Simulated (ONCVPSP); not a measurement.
**Before and after: ONCV potential for Sn**

tin, optimised norm-conserving Vanderbilt (ONCV), made with ONCVPSP 4.0.1 (PBE, fully relativistic). Core [Kr] 4d10, reference 5s2 (charge +2). Waves: 5s: rc 1.65 bohr, ncon 4, nbas 7, qcut 3.5 1/bohr, 1 projector; p scattering state at 0.32 Ha: rc 1.75 bohr, ncon 3, nbas 8, qcut 5.6 1/bohr, 3 projectors, debl 3.6 Ha. Local part: polynomial inside 1.35 bohr (lpopt 5, dvloc0 0 Ha). Core correction: Teter function, fcfact 4.5, rcfact 1.75.

Open shells are filled in proportion to 2j + 1.

In the p channel the program set the typed energies aside and used 0.050, 3.650, 7.250 Ha (j = l + 1/2; the other j can differ).

Change: p: rc 2.34.

Cutoffs: the cutoffs (Ha) at which the residual kinetic energy of the hardest occupied pseudo-wave falls to 1 and 0.1 mHa per electron; they do not see the model core or the augmentation charge, which bear on the density cutoff. Errors are all-electron minus pseudo energies relative to the spin-unpolarised reference configuration.

**Question.** How do hardness, ghosts and transferability respond?

**Answer.** The potential gets neither clearly harder nor softer (38 Ha and 47 Ha → 38 Ha and 47 Ha); the bound ghosts move from p, s to s; the number of tests with a reliable result goes from 4 to 1.

| quantity | base | changed |
| --- | --- | --- |
| cutoff, loose | 38 Ha | 38 Ha |
| cutoff, tight | 47 Ha | 47 Ha |
| bound ghosts | s, p3/2, p1/2 | s |
| GHOST(+) flags under 300 eV | none | p3/2 at 180.5 eV, p1/2 at 192.0 eV |
| tests with a reliable result | 4 of 4 | 1 of 4 |
| error for 5s1, meV [ΔE 30.97 eV] | -213 | -213 |
| s: phases at 1.68 bohr within 0.05 rad from the reference energy up to (Ha; the scan ends near 5) | 0.7 | 0.7 |
| rms error of d²Exc/dni dnj with the model core, mHa | 7.49 | 7.49 |

 A true bound ghost makes a file unfit for plane-wave use even where its test errors are small: the radial tests pick states by their node count and pass the ghost by.
